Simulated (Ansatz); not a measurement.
# C2H4AlO−: where a starting geometry ends

The starting geometry of this gas-phase singlet was optimised with GFN2-xTB.

```csv
atom,x (Å),y (Å),z (Å)
C,-1.1018,1.0521,-2.3498
C,-0.4272,0.6711,-1.4194
Al,0.7554,-0.0195,0.0768
O,0.3441,0.7423,1.5198
H,-1.7003,1.3913,-3.1602
H,2.3010,0.3043,-0.2506
H,0.5428,-1.6076,0.2587
H,0.1032,1.1787,2.3233
```

Q: Predict what becomes of its bonds when it is optimised with PBE0-D3(BJ)/def2-SVPD.

A: It keeps its bonds.

The energy falls by 0.37 eV over 27 steps:

```tsv
step	E − E(last) (eV)
1	0.367
4	0.268
7	0.252
10	0.032
13	0.000
15	0.000
18	0.000
21	0.000
24	0.000
27	0.000
```

Final geometry (Å):

```yaml
atoms:
  - { symbol: C, position_ang: [-1.1047, 1.0819, -2.2114] }
  - { symbol: C, position_ang: [-0.3970, 0.6217, -1.3199] }
  - { symbol: Al, position_ang: [0.7838, -0.1168, 0.1288] }
  - { symbol: O, position_ang: [0.2228, 0.5345, 1.7083] }
  - { symbol: H, position_ang: [-1.7264, 1.4811, -2.9911] }
  - { symbol: H, position_ang: [2.3095, 0.3673, -0.2194] }
  - { symbol: H, position_ang: [0.6477, -1.7386, 0.1727] }
  - { symbol: H, position_ang: [0.0813, 1.4816, 1.7304] }
```

Frequencies at the end are all real (lowest 60 cm⁻¹). Run with Ansatz 0.2.0, 2.8 min on 2 threads of Intel(R) Xeon(R) Processor @ 2.50GHz (Skylake/Cascade Lake) (shared host).
